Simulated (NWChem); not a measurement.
## Basis-set dependence for Au₂

SMILES: [Au][Au]
```xyz
2

Au     0.0000     0.0000     1.2699
Au     0.0000     0.0000    -1.2699
```
Charge 0, spin multiplicity 1.

The numbers come from NWChem runs, not from measurements. The geometry was optimised at PBE0/def2-SVP with def2 effective core potentials on Au, a minimum by its harmonic frequencies.

Hartree-Fock energies in Ha, correlation energies in mHa.

Effective core potentials replace the inner electrons of Au; spin-orbit coupling is left out. The correlated methods keep 8 core orbitals frozen. The structure started from a generated list of species. No row is a measurement; the coupled-cluster row has its own basis-set and correlation limits.

```json
[
 {"basis": "def2-SVP", "functions": "64", "RHF": "-269.59434", "MP2": "-551.7", "SCS-MP2": "-491.5", "CCSD": "-516.2", "CCSD+T(CCSD)": "-530.8", "CCSD(T)": "-528.9", "CR-CCSD[T]": "-527.1", "CR-CCSD(T)": "-525.7"},
 {"basis": "def2-TZVP", "functions": "80", "RHF": "-269.60549", "MP2": "-608.5", "SCS-MP2": "-544.1", "CCSD": "-566.8", "CCSD+T(CCSD)": "-583.3", "CCSD(T)": "-581.5", "CR-CCSD[T]": "-579.0", "CR-CCSD(T)": "-577.7"},
 {"basis": "def2-QZVP", "functions": "144", "RHF": "-269.60809", "MP2": "-824.7", "SCS-MP2": "-739.3", "CCSD": "not run", "CCSD+T(CCSD)": "not run", "CCSD(T)": "not run", "CR-CCSD[T]": "not run", "CR-CCSD(T)": "not run"}
]
```

From def2-TZVP to def2-QZVP the Hartree-Fock energy moves by -2.6 mHa and the MP2 correlation energy by -216.1 mHa, which is 26 % of its value in the larger set.
